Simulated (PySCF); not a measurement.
## Ionisation energy of Dy⁴⁷⁺ by level of theory

Dy⁴⁷⁺ [Ar] 3d1 [3d3/2^1, M_J = 3/2] → Dy⁴⁸⁺ [Ar], as a difference of total energies. Computed with PySCF 2.14 in an uncontracted even-tempered set (15 s from 12 bohr⁻², ratio 2.8; 12 p from 15 bohr⁻², ratio 2.8; 8 d from 15 bohr⁻², ratio 2.8; 3 f from 46 bohr⁻², ratio 3), with the two-component X2C-1e Hamiltonian. Correlated levels: [Ne] frozen; the 72 highest virtual spinors dropped. "Screened" scales the spin-orbit matrix elements by Boettger's factors to mimic the two-electron term; Breit and QED terms are absent.

```tsv
method	ionisation energy (eV)
GHF (spin-free)	3946.1
GMP2 (spin-free)	3945.6
GHF (screened spin-orbit)	3972.9
GMP2 (screened spin-orbit)	3972.5
```

Breit and QED terms and the two-electron picture change are absent.

The spin-free rows lack the spin-orbit shift.

For comparison: 3970 ± 4 eV (theoretical estimate listed by NIST; NIST Atomic Spectra Database, ionization energies).
